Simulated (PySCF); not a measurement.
From one molecule to another.

First species: C₆H₉FO.
Cartesian coordinates in Å at the GFN2-xTB level; atoms count from 1:
```
atom  x, y, z in Å
F1    -2.9462   -0.7134    0.0535
C2    -2.0280    0.2801   -0.1879
C3    -0.6822   -0.0840    0.4251
C4     0.3267    1.0767    0.3445
C5     1.7137    0.4201    0.2795
C6     1.4464   -0.8990   -0.4154
O7     0.6053   -0.8149   -1.5308
C8     0.0202   -1.2074   -0.3204
H9    -2.4323    1.1958    0.2566
H10   -1.9470    0.3858   -1.2741
H11   -0.8394   -0.4004    1.4613
H12    0.2326    1.7605    1.1854
H13    0.1489    1.6324   -0.5768
H14    2.4316    1.0351   -0.2606
H15    2.1035    0.2169    1.2781
H16    2.2163   -1.6594   -0.4511
H17   -0.3772   -2.2130   -0.2767
```

Second species: C₆H₉FO.
SMILES: `O=C(F)C1CCCC1`

Levels: PBE0/def2-SVPD for HOMO energy, LUMO energy, HOMO–LUMO gap and static isotropic polarisability; TDDFT PBE0/def2-SVPD for lowest singlet excitation; TDA PBE0/def2-SVPD for lowest triplet excitation (Tamm–Dancoff). Geometries: GFN2-xTB. All species are isolated and taken at one optimised geometry, non-relativistic unless stated. Electronic properties by PySCF.

```json
{"property": "HOMO energy", "column X": "-8.88 eV", "column Y": "-7.82 eV"}
{"property": "LUMO energy", "column X": "-0.52 eV", "column Y": "0.72 eV"}
{"property": "HOMO–LUMO gap", "column X": "8.36 eV", "column Y": "8.54 eV"}
{"property": "lowest singlet excitation", "column X": "6.06 eV", "column Y": "7.46 eV"}
{"property": "lowest triplet excitation (Tamm–Dancoff)", "column X": "5.45 eV", "column Y": "7.31 eV"}
{"property": "static isotropic polarisability", "column X": "69.8 au", "column Y": "69.2 au"}
```

Q: Which column belongs to which species?

A: Column X is the second species and column Y the first. The first has 17 atoms and 62 electrons, the second 17 and 62.

Q: How does each property change from the first species to the second?

A: HOMO energy -1.06 eV; LUMO energy -1.24 eV; HOMO–LUMO gap -0.18 eV; lowest singlet excitation -1.40 eV; lowest triplet excitation (Tamm–Dancoff) -1.86 eV; static isotropic polarisability +0.6 au.

On the first: No computed singlet falls in the visible range (750 to 380 nm, 1.65 to 3.26 eV); S1 lies 4.20 eV above its blue end. The vertical singlet–triplet gap S1 − T1 is 0.15 eV (TDDFT singlet less Tamm–Dancoff triplet; S1: HOMO→LUMO, weight 0.95; T1: HOMO→LUMO, weight 0.91).

On the second: The principal polarisabilities are 63.3, 70.4 and 75.8 au; their mean is the isotropic value. The vertical singlet–triplet gap S1 − T1 is 0.61 eV (TDDFT singlet less Tamm–Dancoff triplet; S1: HOMO→LUMO, weight 0.92; T1: HOMO→LUMO, weight 0.91).

One conformer stands for the species.
